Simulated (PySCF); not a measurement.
# First hyperpolarisability: SMILES CC(=O)C1=CC=C[SiH2]1, C6H8OSi

Geometry:
```
atom   x (Å)   y (Å)   z (Å)
  C1  -2.556  -0.017  -0.464
  C2  -1.525   0.085   0.637
  O3  -1.841   0.213   1.806
  C4  -0.120   0.025   0.267
  C5   0.409  -0.113  -0.967
  C6   1.856  -0.141  -1.036
  C7   2.507  -0.026   0.130
 Si8   1.267   0.143   1.554
  H9  -2.416   0.793  -1.176
 H10  -3.555   0.044  -0.039
 H11  -2.443  -0.962  -0.990
 H12  -0.169  -0.202  -1.877
 H13   2.341  -0.249  -1.997
 H14   3.583  -0.035   0.186
 H15   1.310  -0.995   2.467
 H16   1.344   1.446   2.206
```

Method used: PySCF 2.14.0, quadratic response OPBE/3-21G first hyperpolarisability, Taylor convention, gas phase. Geometry: GFN2-xTB.

Task: What is the first hyperpolarisability, and how does it disperse?

Result: In au, Taylor convention; the vector part is βᵢ = ⅓ Σⱼ (βᵢⱼⱼ + βⱼᵢⱼ + βⱼⱼᵢ); β∥ is 3/5 of the vector part along the dipole, the dipole points from − to +:
```tsv
process	λ (nm)	β vector norm	β∥	β HRS	depolarisation ratio
static β(0;0,0)	∞	199.0	61.3	113.3	2.62
Pockels β(−ω;ω,0)	1064	240.7	74.8	–	–
Pockels β(−ω;ω,0)	800	280.1	87.7	–	–
```

Second harmonics within 0.3 eV of the first excitation or beyond it are left out.

Task: Which lowest excitations, dipole and polarisabilities go with it?

Result: S1 2.56 eV (f = 0.000); S2 4.15 eV (f = 0.179); S3 4.73 eV (f = 0.000); dipole 3.02 D; isotropic α 80.4 au static, 81.7 au at 1064 nm, 82.8 au at 800 nm.
